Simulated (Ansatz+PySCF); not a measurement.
The numbers below are computed, except where a source is named.
## PySCF 2.14.0 run

```python
from pyscf import gto, scf

mol = gto.M(atom="""
Cr 0.000000 0.000000 0.000000
F 0.000000 0.000000 1.784000
""", basis='def2-svp', charge=0, spin=5)
mf = scf.UHF(mol)
mf.init_guess = 'huckel'
mf.kernel()
while True:  # follow internal instabilities
    mo, _, stable, _ = mf.stability(return_status=True)
    if stable: break
    mf.kernel(mf.make_rdm1(mo, mf.mo_occ))
print(mf.converged, mf.e_tot, mf.spin_square()[0])
```

The script is written out from the run's settings.

Results

| Item | Value |
| --- | --- |
| Converged | yes |
| Total energy | -1142.59096 hartree |
| Spin squared of the determinant | 8.756 |

Caution: other spin multiplicities were not run.
